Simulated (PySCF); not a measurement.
# Ionisation energy of Ti by level of theory

Ti [Ar] 3d2 4s2 (3F) → Ti⁺ [Ar] 3d2 4s1 (4F), as a difference of total energies. All numbers are calculated (PySCF 2.14, scalar relativity by spin-free X2C-1e, in x2c-TZVPall (6s5p4d1f, 48 functions)). Correlated levels: valence: [Ar] frozen. The calculations carry no spin-orbit coupling.

```tsv
method	ionisation energy (eV)	error (eV)
UHF	5.561	-1.267
LDA	6.942	+0.114
BP86	6.867	+0.039
MP2 (valence)	6.289	-0.539
SCS-MP2 (valence)	6.442	-0.386
```

Reference: 6.828 eV (measured; NIST levels, between the centres of gravity of the two terms).

Errors of the correlated levels include the incompleteness of this basis and the frozen core.

MP2 underrates the near-degeneracy of ns² with np² in the lower species.
